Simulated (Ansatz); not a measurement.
Species: C4H6O, SMILES `C=CC(=C)O` (C–C–C–O torsion 0°, C–C–O–H torsion 0°) (charge 0, multiplicity 1), formula C4H6O.

Q: How many basis functions does frozen-core CCSD(T)/def2-TZVPP // PBE-D3(BJ)/def2-TZVP (Ansatz, a program for electronic structure) use, how many core orbitals are frozen, and how many electrons are correlated?

A: 239 basis functions and 5 frozen orbitals, which leaves 28 correlated electrons. Core time is of the order of minutes.
